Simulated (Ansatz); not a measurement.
C4H6O4Zn, triplet, at the geometry of the source list (a higher spin typed on purpose: for a closed-shell molecule this is an excited state); SVWN5/pc-1 (Ansatz, a quantum-chemistry and plane-wave program).

Here is a job for Ansatz.
Ansatz 0.2 input:
```yaml
crystal:
  periodic: [false, false, false]
  atoms:
    - {symbol: Zn, position_ang: [-0.01240000, -0.00290000, -0.00260000]}
    - {symbol: C, position_ang: [0.10480000, 2.30970000, -2.95830000]}
    - {symbol: C, position_ang: [0.05770000, 1.37670000, -1.78380000]}
    - {symbol: O, position_ang: [-0.47040000, 0.24540000, -1.89430000]}
    - {symbol: O, position_ang: [0.53630000, 1.73330000, -0.67910000]}
    - {symbol: H, position_ang: [0.97560000, 2.95270000, -2.87890000]}
    - {symbol: H, position_ang: [0.11610000, 1.73880000, -3.88120000]}
    - {symbol: H, position_ang: [-0.79110000, 2.92710000, -2.93570000]}
    - {symbol: C, position_ang: [-0.07950000, -2.30380000, 2.96360000]}
    - {symbol: C, position_ang: [-0.05920000, -1.37710000, 1.78350000]}
    - {symbol: O, position_ang: [-1.01050000, -0.58620000, 1.58270000]}
    - {symbol: O, position_ang: [0.90790000, -1.40100000, 0.98290000]}
    - {symbol: H, position_ang: [0.93720000, -2.51260000, 3.28130000]}
    - {symbol: H, position_ang: [-0.66350000, -1.86480000, 3.76610000]}
    - {symbol: H, position_ang: [-0.54900000, -3.23550000, 2.65380000]}
basis:
  gaussian:
    orbitals: pc-1.json
hamiltonian:
  xc: {name: SVWN5}
magnetization: {spin_polarized: true, initial_magnetization: 2}
```
The basis file holds pc-1 in the JSON format of the Basis Set Exchange.

Output, abridged:

```
Functional definition: SVWN5
2001 factors; their error is unknown
mean field evaluation 1: about -60624.1816 eV, gradient 1.1e2 eV
mean field evaluation 2: about -60429.2647 eV, gradient 2.1e2 eV
mean field evaluation 4: about -60650.7297 eV, gradient 6.4e1 eV
mean field evaluation 8: about -60665.8075 eV, gradient 2.7e1 eV
mean field evaluation 16: about -60672.5911 eV, gradient 8.2e-1 eV
mean field evaluation 32: about -60671.8709 eV, gradient 4.5e0 eV
mean field evaluation 64: about -60672.4991 eV, gradient 1.4e-1 eV
mean field evaluation 96: about -60669.6184 eV, gradient 4.1e0 eV
mean field evaluation 128: about -60672.4969 eV, gradient 3.9e-1 eV
mean field -60672.51001652 eV, -2229.6736178028 hartree, gradient 1.2e-5 eV, S^2 2.001682; 9 other end points of the search recorded, 0 dependent functions left out
reference -60672.51006414 eV, -2229.6736195528 hartree; 47, 45 occupied and 126, 128 virtual orbitals, 2001 factors
Total energy: -60672.51006414 eV, -2229.6736195528 hartree
```
